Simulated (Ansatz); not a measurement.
H3O3Si, doublet, geometry from GFN2-xTB; Ansatz (a program for electronic structure) with MP2/aug-cc-pVDZ.

Ansatz was given this input:
Ansatz 0.2 input:
```yaml
crystal:
  periodic: [false, false, false]
  atoms:
    - {symbol: O, position_ang: [-0.84317475, -0.87603590, -0.91455838]}
    - {symbol: Si, position_ang: [-0.16941596, -0.08038194, 0.34291190]}
    - {symbol: O, position_ang: [-0.28508537, 1.51773913, -0.03316397]}
    - {symbol: O, position_ang: [1.37066024, -0.57947772, 0.49097699]}
    - {symbol: H, position_ang: [-1.58178239, -0.47345656, -1.36288875]}
    - {symbol: H, position_ang: [0.23413609, 2.15205276, 0.45211068]}
    - {symbol: H, position_ang: [1.78026866, -1.05105329, -0.23602572]}
basis:
  gaussian:
    orbitals: aug-cc-pVDZ
magnetization: {spin_polarized: true, initial_magnetization: 1}
correlation: {method: mp2}
```

It wrote (shortened):

```
Functional definition: HF
1186 factors; integrals over basis functions are off by at most 6.3e-4 eV
mean field evaluation 1: about -14018.8710 eV, gradient 3.9e1 eV
mean field evaluation 2: about -14018.8722 eV, gradient 3.9e1 eV
mean field evaluation 4: about -14024.7406 eV, gradient 2.7e0 eV
mean field evaluation 8: about -14024.8484 eV, gradient 1.8e-1 eV
mean field -14024.84894882 eV, -515.4036924852 hartree, gradient 1.6e-6 eV, S^2 0.752995; 0 other end points of the search recorded, 0 dependent functions left out
8 core orbitals not correlated
reference -14024.84894882 eV, -515.4036924852 hartree; 13, 12 occupied and 102, 103 virtual orbitals, 1186 factors
second order -18.61177519 eV of doubles, -0.00000000 eV of singles
Total energy: -14043.46072401 eV, -516.0876626079 hartree
```
